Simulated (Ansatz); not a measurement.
HClSSi, SMILES `S[Si]Cl` (lower singlet; H–S–Si–Cl torsion 0°) (charge 0, multiplicity 1). This singlet lies 2.00 eV below the relaxed triplet at the level frozen-core CCSD(T)/cc-pVTZ // PBE0-D3(BJ)/def2-TZVP (Ansatz, a program for electronic structure).

Method: LC-ωPBE/cc-pVTZ // PBE0-D3(BJ)/def2-TZVP (Ansatz).

Ansatz 0.2 input:
```yaml
crystal:
  periodic: [false, false, false]
  atoms:
    - { symbol: S, position_ang: [-1.309182, 0.515951, 0.012916] }
    - { symbol: Si, position_ang: [0.757514, 1.086174, 0.006952] }
    - { symbol: Cl, position_ang: [1.693276, -0.78388, -0.017984] }
    - { symbol: H, position_ang: [-1.141609, -0.818244, -0.001885] }
basis:
  gaussian: { orbitals: cc-pVTZ }
hamiltonian:
  xc: lc_wpbe
```

Output:

```
Functional definition: LC-wPBE
876 factors; their error is unknown
233 factors; integrals over basis functions are off by at most 4.4e-5 eV
mean field evaluation 1: about -31244.1662 eV, gradient 1.7e1 eV
mean field evaluation 2: about -31244.7746 eV, gradient 1.2e1 eV
mean field evaluation 4: about -31245.1369 eV, gradient 4.8e-1 eV
mean field evaluation 8: about -31245.0989 eV, gradient 1.1e-1 eV
mean field evaluation 16: about -31245.0990 eV, gradient 2.2e-5 eV
mean field -31245.09897519 eV, -1148.2362086495 hartree, gradient 2.2e-5 eV, S^2 0.000000; 0 other end points of the search recorded, 0 dependent functions left out
reference -31245.09897520 eV, -1148.2362086497 hartree; 24, 24 occupied and 92, 92 virtual orbitals, 876 factors
Total energy: -31245.09897520 eV, -1148.2362086497 hartree
```
